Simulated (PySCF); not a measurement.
PySCF 2.14 output of an unrestricted PBE0 calculation on a single atom or ion in x2c-TZVPPall (11s7p7d3f1g, 97 functions), with scalar relativity by spin-free X2C-1e:

```
SCF conv_tol = 1e-09
number electrons alpha = 37  beta = 34
    C. Adamo and V. Barone.,  J. Chem. Phys. 110, 6158 (1999)
    M. Ernzerhof and G. E. Scuseria.,  J. Chem. Phys. 110, 5029 (1999)
cycle= 1 E= -15077.9381656259  delta_E= -0.0202  |g|= 0.219  |ddm|= 0.384
cycle= 2 E= -15077.9372289825  delta_E= 0.000937  |g|= 0.233  |ddm|= 0.238
cycle= 3 E= -15077.9429168784  delta_E= -0.00569  |g|= 0.00441  |ddm|= 0.123
cycle= 4 E= -15077.942950072  delta_E= -3.32e-05  |g|= 0.00154  |ddm|= 0.0208
cycle= 5 E= -15077.9429685524  delta_E= -1.85e-05  |g|= 0.000903  |ddm|= 0.0182
cycle= 6 E= -15077.9429813835  delta_E= -1.28e-05  |g|= 0.000192  |ddm|= 0.0297
cycle= 7 E= -15077.9429815135  delta_E= -1.3e-07  |g|= 1.79e-05  |ddm|= 0.00337
cycle= 8 E= -15077.9429815136  delta_E= -1.16e-10  |g|= 2.35e-06  |ddm|= 0.000106
converged SCF energy = -15077.9429815136  <S^2> = 3.7508302  2S+1 = 4.0004151
```

The run itself started from symmetry-adapted Hartree-Fock orbitals and held the occupation by maximum overlap, on a logarithmic radial grid, so the iterations belong to that start.

Task: Which element, charge and spin multiplicity is this?

Result: Hf⁺ (hafnium, charge +1), multiplicity 4; the state was [Xe] 4f14 5d1 6s1 6p1, one real determinant (an excited configuration).

⟨L²⟩ = 8.08 against 12 for a pure F term, so this real determinant mixes terms. Spin-orbit coupling, absent here, splits the open shell strongly.
